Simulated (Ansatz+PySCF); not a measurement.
The numbers below are computed, except where a source is named.
# Several solutions for singlet ScF₃

```xyz
4

Sc    0.0000    0.0000    0.0000
F     1.8221    0.0000    0.0000
F    -0.9111    1.5780    0.0000
F    -0.9111   -1.5780    0.0000
```

Basis set: def2-SVP (spherical functions). Charge 0, multiplicity 1.

CASSCF(2,2) was run from several starts with Ansatz (development build ahead of 0.2.0) and PySCF 2.14.0. The starts are those of the Hartree–Fock orbitals from which the active space was taken at the frontier.

```tsv
run	program	start	converged	energy (hartree)	<S²>
A	Ansatz	search for the lowest state	yes	-1058.01650	0.00
B	Ansatz	atomic start, no search	yes	-1058.01606	0.00
C	PySCF	program defaults	yes	-1058.00141	0.00
D	Ansatz	stability test followed	yes	-1058.01650	0.00
```

**Question.** Which runs reached the lowest solution of this kind, and what is wrong with the others?

**Answer.** A, D reached the lowest solution found. Converged but too high: B by 0.01 eV, C by 0.41 eV. Convergence only shows a stationary point; in CASSCF the end hangs on which orbitals enter the active space. Caution: other starts end on other solutions of this active space.
